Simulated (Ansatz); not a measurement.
The same path of GaH9N2O2Si (15 atoms, charge 0, multiplicity 1) was run twice with different band settings. Lost on the way: O10–H15. Made: O2–H15.

These are results of RKS PBE/def2-SVP in Ansatz 0.2.0, not measurements.

Relaxed end points:

```xyz
15
Properties=species:S:1:pos:R:3
Ga -0.157 0.009 0.034
O -0.420 -0.841 1.684
H -1.177 -1.454 1.691
N 1.617 0.060 -0.464
H 2.309 -0.110 0.271
H 1.941 0.815 -1.074
N -1.587 0.017 -1.138
H -2.418 0.521 -0.811
H -1.376 0.336 -2.089
O -0.405 1.637 1.586
Si 0.903 2.645 1.993
H 2.101 1.861 2.452
H 1.235 3.439 0.766
H 0.489 3.579 3.096
H -0.526 0.759 2.093
```

```xyz
15
Properties=species:S:1:pos:R:3
Ga 0.162 0.399 0.208
O -0.734 -1.043 1.562
H -1.491 -0.887 0.903
N 1.807 -0.030 -0.509
H 1.824 -0.843 -1.133
H 2.564 -0.137 0.174
N -1.520 0.139 -0.643
H -1.501 -0.261 -1.589
H -2.087 0.995 -0.692
O 0.050 1.714 1.482
Si 0.898 3.085 1.887
H 2.372 2.811 2.095
H 0.783 4.166 0.837
H 0.346 3.631 3.181
H -0.946 -0.465 2.325
```

Common settings: movable images 5; climbing image yes; optimiser quadratic models (default); start path through a guess of the saddle point; force threshold 0.03 eV/Å; iteration limit 60; end points relaxed.

| run | spring |
| --- | --- |
| 1 | 5.0 eV/Å² |
| 2 | 20.0 eV/Å² |

(1) What does each run give, and how far can it be trusted?

## Answers

(1) Run 1: converged after 36 iterations, highest image 0.097 eV above the first end. The profile has 2 maxima (images 2, 4) with wells between them (image 3): this band takes more than one step, which may be the mechanism or a detour left from its start path. A vibrational analysis at the climbing image gives one clearly imaginary mode, 179i cm⁻¹: a first-order saddle point.
Run 2: converged after 47 iterations, highest image 0.097 eV above the first end. The profile has 2 maxima (images 2, 4) with wells between them (image 3): this band takes more than one step, which may be the mechanism or a detour left from its start path. Another band between the same ends (5 images) ends at a top of the same energy, where a vibrational analysis finds 1 clearly imaginary mode.
The orbitals stay closed-shell, which can raise the energy where a bond breaks towards radicals; this wasn't checked here.
